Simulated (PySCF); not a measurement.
Stepwise substitution at one centre (Al OH-NH2). All species are isolated molecules in the gas phase. One relaxed conformer stands for each flexible species; it need not be the lowest. Strings in code marks are SMILES.

The S1–T1 gap (TDA) from two functionals at the same geometries (B3LYP-D3(BJ)/def2-TZVP), both in PySCF: PBE-D3(BJ)/def2-TZVP and TPSSh-D3(BJ)/def2-TZVP. Excitations are Tamm–Dancoff values on a coarser integration grid. The basis has no diffuse functions, so Rydberg states are missing or too high.

| species | PBE-D3(BJ)/def2-TZVP (eV) |
|---|---|
| 0 of 3 OH replaced by NH2 (`[OH][Al]([OH])[OH]`) | 0.24 |
| 1 of 3 OH replaced by NH2 (`[NH2][Al]([OH])[OH]` (O–Al–O–H torsion 0°, O–Al–O–H torsion -180°)) | 0.30 |
| 2 of 3 OH replaced by NH2 (`[NH2][Al]([NH2])[OH]` (N–Al–O–H torsion 0°)) | 0.23 |
| 3 of 3 OH replaced by NH2 (`[NH2][Al]([NH2])[NH2]`) | 0.23 |

### Question
What does TPSSh-D3(BJ)/def2-TZVP give for each?

### Answer

- 0 of 3 OH replaced by NH2 (`[OH][Al]([OH])[OH]`): 0.26
- 1 of 3 OH replaced by NH2 (`[NH2][Al]([OH])[OH]` (O–Al–O–H torsion 0°, O–Al–O–H torsion -180°)): 0.31
- 2 of 3 OH replaced by NH2 (`[NH2][Al]([NH2])[OH]` (N–Al–O–H torsion 0°)): 0.25
- 3 of 3 OH replaced by NH2 (`[NH2][Al]([NH2])[NH2]`): 0.25
Over these rows, drawn at random from the members with no instability flagged (it was tested for open shells, ions and some series alone), PBE minus TPSSh-D3(BJ): mean -0.02 eV, from -0.02 eV to -0.01 eV.
